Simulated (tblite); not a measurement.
C₄H₁₀O₂SSi.
Geometry (GFN2-xTB, Å), atoms numbered from 1 in this order:
```xyz
18
C4H10O2SSi angstrom
C     -2.476   -0.785    0.025
S     -1.128    0.192    0.776
O     -1.698    1.430    1.241
O     -0.470   -0.635    1.754
C      0.015    0.565   -0.544
C      0.870   -0.658   -0.872
C      2.117   -0.332   -0.023
Si     1.480    1.442    0.325
H     -3.002   -0.148   -0.673
H     -3.133   -1.096    0.826
H     -2.048   -1.647   -0.470
H     -0.574    1.002   -1.342
H      0.394   -1.593   -0.578
H      1.104   -0.703   -1.935
H      3.057   -0.460   -0.555
H      2.153   -0.950    0.872
H      1.311    1.885    1.699
H      2.019    2.501   -0.537
```

Calculated harmonic vibrations of the isolated species, GFN2-xTB (tblite), most abundant isotopes, no scaling. This tight-binding method is rough: wavenumbers can miss measured ones by several per cent, in bad cases by 10 to 20. Modes of hydrogen on silicon can be 10 to 20 % off. One conformer, not necessarily the lowest.

Harmonic wavenumbers (cm⁻¹): 52.6, 77.0, 99.9, 116.1, 195.0, 216.1, 285.1, 342.2, 400.0, 413.5, 454.7, 489.9, 553.1, 599.4, 659.2, 693.0, 698.7, 725.0, 768.3, 811.1, 841.0, 845.2, 901.9, 989.0, 1026.6, 1044.1, 1085.9, 1110.6, 1175.9, 1187.8, 1215.3, 1242.0, 1263.7, 1279.8, 1425.5, 1439.8, 1444.0, 1471.6, 2233.6, 2366.0, 2982.8, 2995.9, 3012.1, 3017.3, 3021.5, 3066.0, 3082.9, 3086.7.

A = 2587, B = 1210, C = 1051 MHz; mass 150.017 u (most abundant isotopes); point group C1, symmetry number 1.

Q: What is the zero-point energy?

A: ½Σν̃ = 29252 cm⁻¹ = 349.93 kJ/mol.

Q: What is S at 500 K and 1 bar for an ideal gas of classical rigid rotors and harmonic oscillators?

A: Translation 182.09, rotation 127.66, vibration 211.00: S = 520.8 J/(mol K).

Q: And Cp and H(500 K) − H(0)?

A: Cp = 241.68 J/(mol K), of which vibrations give 208.42 (their classical limit is 48 R = 399.1); H(500 K) − H(0) = 71.36 kJ/mol without the zero-point energy, 54.73 from vibrations.

Q: Which modes carry the vibrational entropy at 500 K?

A: 52.6 cm⁻¹: 24.02; 77.0 cm⁻¹: 20.86; 99.9 cm⁻¹: 18.71; 116.1 cm⁻¹: 17.47; 195.0 cm⁻¹: 13.23; 216.1 cm⁻¹: 12.40 J/(mol K); the other 42 give 104.31 together.

Q: What must be added to the electronic energy to get the Gibbs energy at 500 K and 1 bar?

A: ZPE + [H(500 K) − H(0)] − T·S = 349.93 + 71.36 − 260.38 = 160.91 kJ/mol.

Q: Blend soft modes into free rotors: weight 1/[1 + (100 cm⁻¹/ν̃)⁴] for the oscillator and the rest for a rotor with moment μB/(μ + B), μ = h/(8π²ν), B = 10⁻⁴⁴ kg m². What vibrational entropy results?

A: 196.15 J/(mol K) in place of 211.00, which changes −T·S at 500 K by +7.42 kJ/mol.

Hindered rotation and anharmonicity are outside this model. Other conformers, if any are populated, would add a mixing term that is left out. The structure is chiral; the term R ln 2 for an equal mix with its mirror image is left out.
